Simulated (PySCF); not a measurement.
**Correlation energy of O³⁺ (oxygen, charge +3)**

[He] 2s2 2p1, 2P determinant. Computed with PySCF 2.14 in aug-cc-pVTZ with one added diffuse shell each of s, p, d, f type (6s5p4d3f, 62 functions), with the non-relativistic Hamiltonian (point nucleus). Frozen: 1s2; 3 electrons correlated.

```
  level  correlation energy (mhartree)
   CCSD                         -90.72
    (T)                          -0.95
CCSD(T)                         -91.67
```

Diagnostics: T1 = 0.0053, D1 = 0.0103, largest double amplitude 0.135.

Cost of the coupled-cluster step: roughly 5 core-seconds, for 3 correlated electrons.
